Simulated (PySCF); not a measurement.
**Dipole response of P²⁺ (phosphorus, charge +2)**

[Ne] 3s2 3p1, 2P determinant. All numbers are calculated (PySCF 2.14, scalar relativity by spin-free X2C-1e, in aug-cc-pCVQZ-DK (10s9p7d5f3g, 134 functions)). Coupled (time-dependent) response in atomic units; α is the mean over directions.

| method | mean α (bohr³) | α xx, yy, zz | C₆ (like pair) | S(−4) |
| --- | --- | --- | --- | --- |
| PW91 | 9.134 | 9.284, 8.834, 9.284 | 32.83 | 35.78 |

S(−4) is the Cauchy moment in α(ω) = α(0) + S(−4) ω² + …

α(iu) at PW91:

```json
{"u (hartree)": "0", "α(iu) (bohr³)": "9.134"}
{"u (hartree)": "0.0500", "α(iu) (bohr³)": "9.045"}
{"u (hartree)": "0.100", "α(iu) (bohr³)": "8.791"}
{"u (hartree)": "0.200", "α(iu) (bohr³)": "7.908"}
{"u (hartree)": "0.300", "α(iu) (bohr³)": "6.790"}
{"u (hartree)": "0.500", "α(iu) (bohr³)": "4.715"}
{"u (hartree)": "0.750", "α(iu) (bohr³)": "3.001"}
{"u (hartree)": "1.00", "α(iu) (bohr³)": "2.025"}
{"u (hartree)": "1.50", "α(iu) (bohr³)": "1.097"}
{"u (hartree)": "2.00", "α(iu) (bohr³)": "0.7009"}
{"u (hartree)": "3.00", "α(iu) (bohr³)": "0.3791"}
{"u (hartree)": "5.00", "α(iu) (bohr³)": "0.1831"}
```

A single London oscillator, α(iu) = α/(1 + u²/ω²), gives C₆ = (3/4) ω α². Matching the computed C₆ needs ω = 4 × 32.83 / (3 × 9.134²) = 0.525 hartree.

For an ion, C₆ is the dispersion term alone; charge-induced terms of lower order in 1/R come first.

The components differ because the open shell of this determinant is not spherical; for a pure term their mean is the scalar polarisability.
